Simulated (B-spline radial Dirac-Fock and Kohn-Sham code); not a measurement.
Z = 24 (chromium), transition energy 23.1 keV. Method: a Dirac-Hartree-Slater potential of the neutral atom with a Latter tail (no hole, which puts coefficients of high multipoles low close above an edge), finite nucleus with surface currents. Computed with an atomic code on a B-spline grid. Subshells that would emit electrons below 1 keV are left out.

Task: A pure transition shows α(K) = 1740, L1/L2 = 6.85 and L1/L3 = 1.50. What is its multipolarity?
A. M2
B. E2
C. M1
D. M3
E. E3
F. E4
G. E1
H. M4

Result: D. For comparison, α(K), L1/L2, L1/L3 are E1 2.70, 13.3, 7.19; E2 87.5, 1.89, 1.07; E3 2300, 0.361, 0.209; E4 58700, 0.0973, 0.0568; M1 1.39, 19.3, 44.8; M2 55.3, 10.8, 6.02; M4 53200, 4.86, 0.682.
